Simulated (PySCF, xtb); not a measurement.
Cu(I) cation (CuI), SMILES [Cu][I] (connectivity only; charge and spin as stated), charge +1, multiplicity 2.

Harmonic wavenumbers (cm⁻¹) from GFN2-xTB (xtb 6.7.1) at its own minimum, in rising order: 199.

**Question.** What does PBE-D3(BJ)/def2-TZVP (PySCF) give at its own minimum? (The exact figures need the calculation; the answer reports its results.)

**Answer.** 235. Paired by order, the mean absolute difference is 35 cm⁻¹ and the zero-point energies are 0.3 and 0.3 kcal/mol.
